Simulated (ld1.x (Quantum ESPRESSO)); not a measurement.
## tungsten: excitation energies, all-electron against TM

```
Element                 : tungsten
Generator               : ld1.x (Quantum ESPRESSO) 7.5
Type                    : norm-conserving Troullier–Martins (Kleinman–Bylander form)
Functional              : revPBE
Relativity              : scalar-relativistic
Frozen core             : [Xe] 4f14
Valence charge          : 6
Reference configuration : 5d4 6s2 6p0
Partial waves           : 6s (bound): rc 2.65 bohr; 6p (bound, empty): rc 3.40 bohr; 5d (bound): rc 2.10 bohr
Local potential         : all-electron potential smoothed inside 2.20 bohr (lloc = -1)
Core correction         : Bessel-smoothed model core, default radius (core density twice the valence density)
```

Energies are relative to the spin-unpolarised reference configuration 5d4 6s2 6p0; without spin polarisation the order of configurations can differ from experiment. The frozen-core shift is the all-electron ΔE with the core orbitals held at their reference shape minus the fully relaxed ΔE.

```json
{"valence configuration": "5d4 6s1 6p0", "charge": "+1", "ΔE all-electron (eV)": "8.805", "error AE − PS (meV)": "-14", "frozen-core shift (meV)": "+4.8"}
{"valence configuration": "5d4 6s0 6p0", "charge": "+2", "ΔE all-electron (eV)": "24.347", "error AE − PS (meV)": "-59", "frozen-core shift (meV)": "+20"}
{"valence configuration": "5d3 6s0 6p0", "charge": "+3", "ΔE all-electron (eV)": "49.626", "error AE − PS (meV)": "-139", "frozen-core shift (meV)": "+187"}
{"valence configuration": "5d5 6s1 6p0", "charge": "0", "ΔE all-electron (eV)": "1.527", "error AE − PS (meV)": "-58", "frozen-core shift (meV)": "+28"}
{"valence configuration": "5d2 6s0 6p0", "charge": "+4", "ΔE all-electron (eV)": "86.732", "error AE − PS (meV)": "-595", "frozen-core shift (meV)": "+792"}
{"valence configuration": "5d4.5 6s1.5 6p0", "charge": "0", "ΔE all-electron (eV)": "0.690", "error AE − PS (meV)": "-17", "frozen-core shift (meV)": "+8.9"}
```

Problem. What are ΔE and the potential's error for 5d5 6s0 6p0?

Solution. ΔE = 9.575 eV all-electron; the error (AE − PS) is -126 meV.

Levels in the configuration 5d5 6s0 6p0:

```
level  all-electron (eV)  pseudo (eV)
   5d            -10.052       -9.976
```

These tests converged, but a pseudo level misses the all-electron one widely, so the file describes the atom poorly there or has found another state: 5d2 6s0 6p0: empty 6p by 5.6 eV (a node warning on the way).

Note: ghost state, extra bound levels that the all-electron valence spectrum of the same l lacks: s at -21.1 eV. A true bound ghost makes a file unfit for plane-wave use.
